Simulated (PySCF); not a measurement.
# Substituent chemical shifts

Parent skeleton `[CH3:1][CH2:2][NH:3][Si:4]([CH3:5])([NH2:6])[OH:7]`; one hydrogen on atom 1 is replaced by X. Hydrogens on one atom are averaged.

[PySCF: PBE0/pcSseg-1 with gauge-including orbitals; geometry: GFN2-xTB; one computed conformer; relativity neglected; in vacuum; one averaged value for each set of equivalent atoms]

Shifts are taken against calculated references (same method and geometry level): ¹³C, ²⁹Si, ¹H vs TMS; NH3 for ¹⁵N; ¹⁷O vs H2O.

(1) Give δ (ppm) for X = C2H5, CH2SiH3, NH2, CONH2, CH2NH2, COCH3, propynyl, N=CH2, NHSiH3.

(2) Which position responds most, and to which substituents?

Answers

(1) 
```csv
X,SMILES,C1,C2,N3,Si4,C5,N6,O7,H(C1),H(C2)
C2H5,CCCCN[Si@@](C)(N)O,43.7,46.9,62.3,-22.5,0.5,28.7,38.2,1.84,2.91
CH2SiH3,C[Si@](N)(O)NCCC[SiH3],37.1,49.1,63.8,-23.7,-0.1,35.1,37.0,1.24,3.02
NH2,C[Si@](N)(O)NCCN,50.0,50.2,47.3,-19.6,-3.5,29.4,54.6,2.57,2.62
CONH2,C[Si@](N)(O)NCCC(N)=O,46.4,40.3,61.4,-20.0,3.1,26.0,52.8,1.95,3.45
CH2NH2,C[Si@@](N)(O)NCCCN,41.9,44.6,49.5,-26.5,-0.5,32.9,59.6,1.48,2.97
COCH3,CC(=O)CCN[Si@@](C)(N)O,54.2,44.0,60.1,-21.6,0.2,27.9,39.1,3.00,3.15
propynyl,CC#CCCN[Si@](C)(N)O,28.8,46.2,58.2,-23.5,1.5,25.9,48.8,2.12,3.08
N=CH2,C=NCCN[Si@@](C)(N)O,76.5,49.8,53.6,-21.7,1.6,31.8,68.7,3.54,3.15
NHSiH3,C[Si@@](N)(O)NCCN[SiH3],53.9,49.2,54.8,-25.0,-1.1,31.5,54.3,2.76,3.10
```

(2) C1: from 28.8 ppm with propynyl to 76.5 ppm with N=CH2.

Experimental scales use liquid or dissolved standards, which lie at an offset from isolated NH3 (liquid NH3: subtract about 20 ppm) and H2O (liquid H2O: subtract about 36 ppm).
